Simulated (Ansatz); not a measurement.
Total energies of (BeO)2 ring (Be2O2) from Ansatz at CCSD(T)/def2-TZVPD, gas phase (1 Eh = 27.2114 eV = 2625.5 kJ/mol). The reference geometry is relaxed at PBE-D4/def2-TZVP.

| state | geometry | energy (Eh) |
| --- | --- | --- |
| charge 0 singlet | reference | -179.80720 |
| charge -1 doublet | reference | -179.84145 |
| free Be atom (singlet) | – | -14.64929 |
| free O atom (triplet) | – | -74.97828 |

Correlated methods freeze 2 core orbitals.

Question: Work out the vertical electron affinity, to the doublet.

Answer: E(charge 0 singlet) − E(charge -1 doublet) = -179.80720 − (-179.84145) = 0.03425 Eh = 0.93 eV.

Question: What is the binding energy per atom against free atoms?

Answer: Atoms: 2 × (-14.64929) + 2 × (-74.97828) = -179.25514 Eh. Binding: -179.25514 − (-179.80720) = 0.55206 Eh = 15.02 eV, or 3.76 eV for each of 4 atoms (no zero-point energy, no counterpoise term).
